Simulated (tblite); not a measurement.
Input of a run (GFN2-xTB geometry optimisation, gas phase (tblite 0.8.0)), started from a force field or distance geometry:
```
{"job": {"kind": "relax", "xc": "GFN2-xTB", "basis": "xTB"}, "charge": 0, "multiplicity": 2}
C      4.358800    -0.592200    -0.219700
C      3.617000     0.512000    -0.209000
C      2.183500     0.543100    -0.257400
C      1.499900    -0.572800    -0.351800
C      0.050300    -0.448300    -0.393000
C     -1.143300    -0.317300    -0.454300
C     -2.605300    -0.157600    -0.503200
C     -3.199300     0.424900     0.752700
C     -3.331000    -1.076800     0.464000
H      3.959600    -1.590600    -0.278400
H      5.426700    -0.456300    -0.167000
H      4.128200     1.470200    -0.129800
H      1.932600    -1.562100    -0.360300
H     -3.064200     0.107300    -1.473800
H     -2.580900     0.650100     1.630500
H     -4.172800     0.939800     0.694900
H     -4.314900    -1.421400     0.078200
H     -2.753700    -1.710600     1.165400
```

Output (eV, eV/Å):
```
step      E/eV     max force
  0    -642.12744    3.315
  1    -642.33550    3.911
  2    -642.45588    3.117
  3    -642.55534    0.738
  4    -642.59374    0.468
  5    -642.62514    0.474
  6    -642.65116    0.466
  7    -642.67188    0.350
  8    -642.68196    0.321
  9    -642.68997    0.267
 10    -642.69713    0.236
 11    -642.70436    0.230
 12    -642.71103    0.171
 13    -642.71652    0.164
 14    -642.72097    0.148
 15    -642.72483    0.165
 16    -642.72852    0.170
 17    -642.73211    0.132
 18    -642.73513    0.121
 19    -642.73744    0.110
 20    -642.73948    0.110
 21    -642.74174    0.103
 22    -642.74388    0.113
 23    -642.74530    0.081
 24    -642.74619    0.082
 25    -642.74704    0.081
 26    -642.74793    0.079
 27    -642.74862    0.063
 28    -642.74899    0.038
 29    -642.74920    0.035
 30    -642.74941    0.041
 31    -642.74971    0.060
 32    -642.75012    0.072
 33    -642.75077    0.092
 34    -642.75181    0.109
 35    -642.75330    0.111
 36    -642.75500    0.105
 37    -642.75656    0.088
 38    -642.75805    0.111
 39    -642.76005    0.141
 40    -642.76313    0.143
 41    -642.76706    0.184
 42    -642.77181    0.231
 43    -642.77763    0.246
 44    -642.78195    0.428
 45    -642.79291    0.382
 46    -642.80788    0.319
 47    -642.84087    0.584
 48    -642.85200    0.552
 49    -642.87836    0.433
 50    -642.89754    0.478
 51    -642.93026    0.730
 52    -642.96836    0.528
 53    -642.97564    0.618
 54    -643.01490    0.687
 55    -643.02856    0.442
 56    -643.06334    0.648
 57    -643.08463    1.020
 58    -643.11239    1.342
 59    -643.13751    0.486
 60    -643.15121    0.311
 61    -643.16094    0.260
 62    -643.17138    0.455
 63    -643.18453    0.225
 64    -643.19458    0.386
 65    -643.20084    0.164
 66    -643.20580    0.151
 67    -643.21011    0.279
 68    -643.21532    0.178
 69    -643.22009    0.142
 70    -643.22454    0.210
 71    -643.22791    0.151
 72    -643.23126    0.235
 73    -643.23515    0.172
 74    -643.23956    0.182
 75    -643.24377    0.217
 76    -643.24797    0.216
 77    -643.25233    0.174
 78    -643.25806    0.178
 79    -643.26527    0.155
 80    -643.27261    0.276
 81    -643.27846    0.298
 82    -643.28414    0.512
 83    -643.29078    0.313
 84    -643.30035    0.211
 85    -643.31295    0.214
 86    -643.31678    0.283
 87    -643.32287    0.253
 88    -643.32876    0.229
 89    -643.33377    0.154
 90    -643.33790    0.123
 91    -643.34068    0.153
 92    -643.34263    0.138
 93    -643.34461    0.131
 94    -643.34640    0.117
 95    -643.34833    0.095
 96    -643.34986    0.088
 97    -643.35147    0.089
 98    -643.35294    0.070
 99    -643.35396    0.075
100    -643.35462    0.081
101    -643.35506    0.073
102    -643.35539    0.037
103    -643.35565    0.034
104    -643.35585    0.027
105    -643.35599    0.026
106    -643.35608    0.019
107    -643.35615    0.018
108    -643.35622    0.019
109    -643.35627    0.017
110    -643.35631    0.015
111    -643.35635    0.021
112    -643.35640    0.028
113    -643.35647    0.024
114    -643.35655    0.022
115    -643.35662    0.023
116    -643.35669    0.022
117    -643.35676    0.026
118    -643.35686    0.021
119    -643.35695    0.018
120    -643.35701    0.015
121    -643.35705    0.019
122    -643.35708    0.017
123    -643.35713    0.017
124    -643.35719    0.020
125    -643.35724    0.018
126    -643.35726    0.018
127    -643.35728    0.011
128    -643.35730    0.012
129    -643.35732    0.012
130    -643.35734    0.012
131    -643.35735    0.009
```

**Question.** Summarise the run.

**Answer.** The energy falls by 118.7 kJ/mol over 131 L-BFGS steps, the largest force on an atom goes from 3.32 to 0.009 eV/Å, and the atoms move by 0.947 Å rms after alignment. The bond that changes most is C2–C3 (ends: carbon bonded to 2 C and H; carbon bonded to 2 C), which shortens by 0.090 Å. Bonds longer at the end by more than 0.005 Å: 2 of 18; shorter: 11. Among the angles that change most is C2–C3–C4, from 120.3° to 179.6°. Among the dihedrals that turn most is C6–C7–C8–H16, from 156° to 142°. The energy never rose by more than 1e-5 eV on the way. The first step brought 17 % of the lowering.

**Question.** What are the final bond lengths?

**Answer.** C1=C2 1.375 Å, C2–C3 1.344 Å, C3=C4 1.300 Å, C4–C5 1.417 Å, C5≡C6 1.204 Å, C6–C7 1.427 Å, C7–C8 1.508 Å, C8–C9 1.494 Å, C7–C9 1.507 Å, C1–H10 1.075 Å, C1–H11 1.074 Å, C2–H12 1.086 Å, C4–H13 1.089 Å, C7–H14 1.085 Å, C8–H15 1.079 Å, C8–H16 1.080 Å, C9–H17 1.080 Å, C9–H18 1.080 Å. Numbering counts from 1 in the input's order; the species is `C=C[C]=CC#CC1CC1` [radical].

Its lowest GFN2-xTB frequency is 7 cm⁻¹, too small to tell a flat minimum from a shallow saddle. 2 starts were optimised and ended at 0.00 and 0.13 kcal/mol (GFN2-xTB); the lowest of these is shown.

The numbers are calculated, not measured.
